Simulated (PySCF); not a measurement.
## TlSI, singlet: structure and spectrum

Method: PBE0 in PySCF with Tl def2-TZVP with ECP60, S def2-TZVP, I def2-TZVP with ECP28; scalar-relativistic core potentials, no spin–orbit coupling; density-fitted integrals.

The structure is a minimum.

- Point group: C∞v
- Bond lengths: Tl–I 2.640 Å, Tl–S 2.228 Å
- Bond angles: I–Tl–S 180.0°
- Entropy at 298.15 K and 1 bar: 314.6 J/(mol K)
- Rotational symmetry number: 1
- Principal quadrupole moments (Buckingham, traceless) about the centre of mass: -9.54, 4.77, 4.77 D Å
- Enthalpy at 298.15 K above 0 K: 15.06 kJ/mol
- Highest occupied level: -7.08 eV
- Rotational constants: 0.01979 cm⁻¹
- Lowest empty level: -3.03 eV
- Zero-point energy: 4.6 kJ/mol
- Heat capacity Cp at 298.15 K: 59.1 J/(mol K)
- Dipole moment: 2.99 D
- Principal polarisabilities: 60.2, 60.2, 164.4 bohr³
- Atomisation energy without zero-point energy: 506 kJ/mol

Harmonic modes (masses in u: Tl 204.974, S 31.972, I 126.904):
```csv
symmetry,ω (cm⁻¹),"IR (km/mol, summed over degenerate members)",μ (u)
π,74,8.8,48.47
σ+,183,7.7,111.70
σ+,442,29.0,37.26
```

In C∞v the vibrations span π + 2σ+.

Charges (e):
```
atom  Mulliken  Löwdin  polar tensor  Mayer order to Tl1
 Tl1      0.64   -0.18          0.84                   –
  S2     -0.44   -0.02         -0.49                1.81
  I3     -0.20    0.20         -0.35                1.00
```

Mulliken populations on Tl1 (electrons outside its core potential): s 3.34, p 6.97, d 10.00, f 0.06.

Outer orbital energies (eV). occupied: -19.27, -17.52, -12.27, -9.15, -8.60, -8.60, -7.08, -7.08; empty: -3.03, -1.57, -1.57, 0.96.

Counting electrons, thallium keeps none of its valence electrons outside its bonds, so the VSEPR class is AX2 and the expected shape is linear; with unlike ligands the computed point group is C∞v.

Other isomers or separated fragments may lie lower. With an element this heavy the missing spin–orbit coupling can shift these numbers.

The final relaxation and frequency run took roughly 2.4 core-minutes on a shared host.
